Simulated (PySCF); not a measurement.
NICS in isomers of C4H8N2Si.

NICS = −σ at a ghost point: NICS(0) at the centroid of the ring atoms, NICS(1) 1 Å to either side along the normal of their mean plane, zz for the tensor component along that normal. Level: GIAO PBE0/pcSseg-1 (PySCF, non-relativistic, gas phase) on the GFN2-xTB geometries, one conformer each. Atom numbers follow the mapped SMILES.

**Question.** Order these rings by mean NICS(1)zz, lowest (most negative) first (ppm).
A. ring N3–C4–C5–C6–C7 in `[NH2:1][SiH2:2][n:3]1[cH:4][cH:5][cH:6][cH:7]1`
B. ring C2–C3–N4–C6–N7 in `[CH3:1][c:2]1[cH:3][n:4]([SiH3:5])[cH:6][n:7]1`
C. ring C3–C4–N5–Si6–N7 in `[CH:1]#[C:2][C@@H:3]1[CH2:4][NH:5][SiH2:6][NH:7]1`

**Answer.** A (-29.8), B (-28.7), C (-4.8).

```json
{"SMILES": "N[SiH2]n1cccc1", "ring": "5-membered ring with N; formal bonds all aromatic", "NICS(0)": "-12.6", "NICS(1)": "-11.0", "NICS(1)zz": "-29.8", "HOMA": "0.85", "rms pucker (Å)": "0.00", "ring atoms with four or more neighbours": "0"}
{"SMILES": "Cc1cn([SiH3])cn1", "ring": "5-membered ring with 2 N; formal bonds all aromatic", "NICS(0)": "-11.8", "NICS(1)": "-10.8", "NICS(1)zz": "-28.7", "HOMA": "0.85", "rms pucker (Å)": "0.00", "ring atoms with four or more neighbours": "0"}
{"SMILES": "C#C[C@@H]1CN[SiH2]N1", "ring": "5-membered ring with 2 N and Si; formal bonds all single", "NICS(0)": "-8.1", "NICS(1)": "-2.9", "NICS(1)zz": "-4.8", "HOMA": "–", "rms pucker (Å)": "0.15", "ring atoms with four or more neighbours": "3"}
```

NICS(0) gives the same order. The isotropic NICS(1) gives the same order. HOMA uses Krygowski's 1993 parameters; it is left out where a ring has a four-coordinate atom, a triple bond, no multiple bond or a kind of bond without parameters. NICS(1) and NICS(1)zz are means over the two faces.
